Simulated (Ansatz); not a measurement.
# Match the barriers

Saddle point of CH₇GaO, singlet (GaH₃O ([OH][GaH2]) + CH₄ → CH₅Ga ([CH3][GaH2]) + H₂O (still joined by a long Ga–O bond); bonds formed: Ga1–C6, O2–H5; bonds broken: H5–C6; bonds weakened to dative contacts: Ga1–O2), PBE0-D4/def2-TZVP structure:

| atom | x (Å) | y (Å) | z (Å) |
| --- | --- | --- | --- |
| Ga1 | -0.8073 | 0.1178 | -0.8336 |
| O2 | 0.9901 | 0.9468 | -0.9759 |
| H3 | -0.8702 | -1.1906 | -1.6880 |
| H4 | -1.9026 | 1.2071 | -0.6365 |
| H5 | 0.7787 | 0.3316 | 0.0816 |
| C6 | 0.0865 | -0.3433 | 1.1240 |
| H7 | 1.6047 | 0.4817 | -1.5507 |
| H8 | 0.8585 | -1.0958 | 1.3032 |
| H9 | -0.8635 | -0.8780 | 1.2755 |
| H10 | 0.1250 | 0.4224 | 1.9003 |

Computed with Ansatz 0.2.0 (basis: def2-TZVPP, with def2-QZVPP for the basis limit); correlated methods freeze the cores. Filled d shells of the heavier atoms are correlated. The def2 sets are not built for correlating such inner shells, so the correlated values are less sure here. B3LYP uses VWN-RPA correlation. Extrapolation: Hartree–Fock as exp(−7.88 √X), correlation as X^−2.97. Four methods, as single points on the PBE0-D4 structures, gave these electronic barriers from the start structure: 19.95, 35.29, 38.29, 48.69 kcal/mol.

Task: The methods were, in alphabetical order, B3LYP-D4, BHLYP-D4, HF, SPW92. Which gave which? (Judge from chemistry; the calculation decides.)

Result: Computed: SPW92 19.95; B3LYP-D4 35.29; BHLYP-D4 38.29; HF 48.69 kcal/mol. For comparison, CCSD(T) at an estimated basis limit (MP2 extrapolated from triple and quadruple zeta, plus CCSD(T) − MP2 in triple zeta) gives 34.25 kcal/mol.

T1 diagnostic: at most 0.014.

Labels in which every atom is bracketed show which atoms are joined, not bond orders.

For scale, one of the runs: CCSD(T)/def2-TZVPP, 208 basis functions, launched by `ansatz run in.yaml --threads 4 --pin off --events-out ev --progress --plain --max-ram 9574MiB`. Hardware: 4 CPU threads of an Arm Neoverse V1, shared host. Wall time 63 s; peak host memory 2.8 GiB.
